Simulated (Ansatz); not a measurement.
Born–Oppenheimer molecular dynamics of C$_{2}$H$_{9}$AlOSi (14 atoms, charge 0, multiplicity 1). It starts from a relaxed structure.

Method: RKS B3LYP-D4/STO-3G in Ansatz.

```
ensemble             : NVT, Nosé–Hoover chain
time step            : 0.5 fs
steps asked          : 500
set temperature      : 300 K
thermostat           : time constant 100 fs, chain length 3 (defaults)
temperature schedule : 125 steps to 300 K, then 375 steps to 75 K
seed                 : 692122
```

First frame:

```xyz
14
Properties=species:S:1:pos:R:3
C -2.201 0.352 -0.736
Al -0.622 -0.716 -0.907
C 0.622 -0.751 0.573
O -0.001 -0.581 1.926
Si 2.087 0.445 0.311
H -1.973 1.418 -0.879
H -2.974 0.094 -1.471
H -2.659 0.265 0.259
H -0.297 -1.457 -2.171
H 1.072 -1.763 0.624
H -0.474 0.330 1.829
H 2.653 0.254 -1.007
H 1.615 1.810 0.388
H 3.137 0.272 1.290
```

(1) How far do the bonds stretch over the last three quarters of this one trajectory? (Pairs bonded in most of those frames.)

## Answers

(1) 
```json
{"bond": "C1–Al2", "mean (Å)": "1.917", "spread (Å)": "0.050", "shortest": "1.84", "longest": "2.01"}
{"bond": "C1–H6", "mean (Å)": "1.100", "spread (Å)": "0.023", "shortest": "1.05", "longest": "1.15"}
{"bond": "C1–H7", "mean (Å)": "1.101", "spread (Å)": "0.027", "shortest": "1.05", "longest": "1.16"}
{"bond": "C1–H8", "mean (Å)": "1.101", "spread (Å)": "0.034", "shortest": "1.04", "longest": "1.17"}
{"bond": "Al2–C3", "mean (Å)": "1.934", "spread (Å)": "0.031", "shortest": "1.88", "longest": "2.00"}
{"bond": "Al2–H9", "mean (Å)": "1.502", "spread (Å)": "0.010", "shortest": "1.48", "longest": "1.52"}
{"bond": "C3–O4", "mean (Å)": "1.503", "spread (Å)": "0.033", "shortest": "1.44", "longest": "1.57"}
{"bond": "C3–Si5", "mean (Å)": "1.917", "spread (Å)": "0.041", "shortest": "1.84", "longest": "2.00"}
{"bond": "C3–H10", "mean (Å)": "1.110", "spread (Å)": "0.011", "shortest": "1.09", "longest": "1.13"}
{"bond": "O4–H11", "mean (Å)": "1.036", "spread (Å)": "0.040", "shortest": "0.97", "longest": "1.10"}
{"bond": "Si5–H12", "mean (Å)": "1.450", "spread (Å)": "0.040", "shortest": "1.38", "longest": "1.52"}
{"bond": "Si5–H13", "mean (Å)": "1.449", "spread (Å)": "0.028", "shortest": "1.40", "longest": "1.50"}
{"bond": "Si5–H14", "mean (Å)": "1.447", "spread (Å)": "0.016", "shortest": "1.41", "longest": "1.48"}
```

Mean temperature of the second half: 218 K. The conserved energy stayed within 0.4 meV per atom of its start (net change 0.25 meV per atom), so the integration is sound. The schedule's set-point averaged 150 K over the second half and the system 218 K, so it lags behind the ramp. A run of 0.25 ps of so small a system gives no equilibrium averages. Limits of this set-up: minimal basis.

The run took 7.1 min on 1 thread of AMD EPYC 9R45 96-Core Processor (Zen 5), with other jobs on the host, peak memory 0.12 GiB.
